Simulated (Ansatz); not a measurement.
Mulliken charges of ClH3S3Si, SMILES `S[Si](S)(S)Cl` from B3LYP/def2-TZVPP in Ansatz (PBE0-D4/def2-TZVP geometry).

```tsv
atom	x (Å)	y (Å)	z (Å)	charge (e)
S1	-1.083	1.401	1.177	-0.228
Si2	0.143	0.275	-0.134	0.547
S3	1.828	-0.160	1.076	-0.228
S4	-0.803	-1.437	-0.958	-0.224
Cl5	0.652	1.333	-1.816	-0.220
H6	-2.078	1.490	0.277	0.117
H7	2.393	-0.928	0.128	0.117
H8	-1.052	-1.973	0.250	0.120
```

**Question.** By hand: the dipole of these point charges (1 e Å = 4.8032 D).

**Answer.** Σ q r = (-0.145, -0.275, 0.105) e Å, of length 0.328 e Å = 1.58 D.

**Question.** How does the dipole of the full density compare? (Estimate.)

**Answer.** Ansatz gave: (-0.111, -0.209, 0.049) e Å, 1.16 D; the point charges give 1.36 times that, at 7° from its direction.

Point charges leave out the atoms' own dipoles, such as those of lone pairs, and Mulliken's split depends on the basis, so the two needn't agree.

B3LYP here is the variant with VWN-RPA as its local correlation; programs differ in this.
